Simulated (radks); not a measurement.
Problem. Bi71+, configuration [Ne] 3s2. All-electron calculation, scalar-relativistic Kohn-Sham, exchange-only LDA, spin-polarised, spherical densities, point nucleus. Program: a radial shooting solver on a logarithmic mesh with Libxc functionals. Some entries of the table are withheld. Estimate them.

orbital,occ.,eigenvalue (hartree),<r^2> (bohr^2),<1/r> (bohr^-1)
1s,2,-3571.941,0.0003458,(1)
2s,2,-827.7475,0.005104,(2)
2p,6,-742.9493,0.004325,21.50
3s,2,-339.4931,0.02847,9.963

Solution. 
(1) 1s <1/r> (bohr^-1): 103.4
(2) 2s <1/r> (bohr^-1): 24.60
